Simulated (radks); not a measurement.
Ir, configuration [Xe] 4f14 5d7 6s1.5 6p0.5 (fractional occupations, a model configuration). Method: scalar-relativistic Kohn-Sham, SCAN, spin-polarised, spherical densities, finite nucleus; open shells are filled with parallel spins first (spin-orbit coupling, left out, can overturn this in heavy ions); meta-GGA in the generalised Kohn-Sham scheme; Fermi nuclear charge, rms radius 5.4032 fm; computed with a radial shooting solver on a logarithmic mesh with Libxc functionals.

Normalised radial functions P(r) = r R(r), r in bohr:

```
   r/bohr * 6s up (the largest magnitude, 0.677, reaches the edge; | marks zero)
0.0007646                             |*
0.0008972                             |*
 0.001045                             |*
 0.001226                             |*
 0.001438                             |*
 0.001688                             |*
 0.001965                             |*
 0.002306                             | *
 0.002706                             | *
 0.003176                             | *
 0.003727                             | *
 0.004339                             | *
 0.005091                             | *
 0.005975                             | *
 0.007011                             |  *
 0.008162                             |  *
 0.009579                             | *
  0.01124                             | *
  0.01319                             | *
  0.01548                             |*
  0.01802                             |*
  0.02115                             *
  0.02482                            *|
  0.02912                           * |
   0.0339                          *  |
  0.03979                         *   |
  0.04669                         *   |
  0.05479                         *   |
   0.0643                          *  |
  0.07485                            *|
  0.08784                             |*
   0.1031                             |  *
    0.121                             |    *
   0.1408                             |     *
   0.1653                             |    *
   0.1939                             | *
   0.2276                           * |
   0.2671                       *     |
   0.3109                     *       |
   0.3649                     *       |
   0.4282                         *   |
   0.5025                             |*
    0.585                             |      *
   0.6865                             |           *
   0.8056                             |            *
   0.9453                             |         *
    1.109                             |  *
    1.291                        *    |
    1.516               *             |
    1.779       *                     |
    2.087   *                         |
     2.43  *                          |
    2.851    *                        |
    3.346        *                    |
    3.927             *               |
    4.608                  *          |
    5.364                      *      |
    6.295                         *   |
    7.387                           * |
    8.669                            *|
    10.09                             *
    11.84                             *
     13.9                             *
```

6s up: eigenvalue -7.922 eV, 5 radial nodes at r = 0.0206, 0.0823, 0.212, 0.485, 1.17 bohr, <r> = 2.84 bohr, 90 % of the charge inside 4.21 bohr.
